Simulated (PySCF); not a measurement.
**How methods differ on the excitation energy of Cr²⁺**

Cr²⁺ [Ar] 3d4 (5D) → Cr²⁺ [Ar] 3d3 4s1 (5F), as a difference of total energies. All numbers are calculated (PySCF 2.14, the non-relativistic Hamiltonian (point nucleus), in def2-TZVPPD). Correlated levels: valence: [Ar] frozen; valence and next inner shell: [Ne] frozen. The calculations carry no spin-orbit coupling.

```tsv
method	excitation energy (eV)
UHF	6.205
LDA	7.049
PBE	6.802
PBE0	6.858
r2SCAN	6.674
wB97X-V	6.918
wB97M-V	6.848
TPSS	6.808
wB97X	7.151
MP2 (valence)	6.596
SCS-MP2 (valence)	6.335
MP2 (valence and next inner shell)	6.852
SCS-MP2 (valence and next inner shell)	6.596
```

**Question.** How much does correlation contribute at MP2 (valence and next inner shell)?

**Answer.** 6.852 − (6.205) = 0.647 eV, measured against UHF.

A first-order spin-orbit estimate (lowest level to lowest level, LS coupling) adds -0.023 eV.
